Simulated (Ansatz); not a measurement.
Basis-set series for B$_{2}$ClH$_{3}$Se, SMILES `ClBB[SeH]`. Total charge 0; spin multiplicity 1. The geometry is a stationary point of PBE0-D4/def2-TZVP. It is one conformer, not always the lowest.

Z-matrix (Å, degrees):
```
B
B 1 1.665
Cl 1 1.749 2 119.6
H 1 1.196 2 124.7 3 -178.3
Se 2 1.905 1 120.7 3 -88.3
H 2 1.195 1 121.7 3 92.3
H 5 1.470 2 97.7 1 -179.6
```

```
functional       basis  functions  energy (Eh)  HOMO (eV)  LUMO (eV)
   PBE0-D4    def2-SVP         93  -2912.30822      -7.87      -1.68
   PBE0-D4  def2-QZVPP        363  -2912.88038      -7.99      -1.88
   ωB97M-V    def2-SVP         93  -2912.62192      -9.98       0.38
   ωB97M-V  def2-QZVPP        363  -2913.19256     -10.11       0.05
```

**Question.** Give the rows for def2-TZVPP. (Estimate.)

**Answer.** Ansatz gave: 
| functional | basis | functions | energy (Eh) | HOMO (eV) | LUMO (eV) |
| --- | --- | --- | --- | --- | --- |
| PBE0-D4 | def2-TZVPP | 194 | -2912.81349 | -7.97 | -1.84 |
| ωB97M-V | def2-TZVPP | 194 | -2913.12817 | -10.10 | 0.13 |

Positive LUMOs are unbound and depend on the basis. Scalar relativity is left out up to krypton.
